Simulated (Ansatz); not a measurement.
## Ansatz (development build ahead of 0.2.0) run

```yaml
crystal:
  periodic: [false, false, false]
  atoms:
    - { symbol: S, position_ang: [0.0, 0.0, 0.0] }
basis:
  gaussian: { orbitals: aug-cc-pVDZ }
magnetization:
  spin_polarized: true
  initial_magnetization: 2
hamiltonian:
  xc: hf
correlation:
  method: mp2
  frozen_orbitals: { S: 5 }
```

The input is written out in the form of the current development build from the run's settings.

Output:

| Quantity | Value |
| --- | --- |
| Converged | yes |
| Reference energy | -397.49874 hartree |
| Correlation energy | -0.08988 hartree |
| Total energy | -397.58862 hartree |
| Spin squared of the determinant | 2.009 |
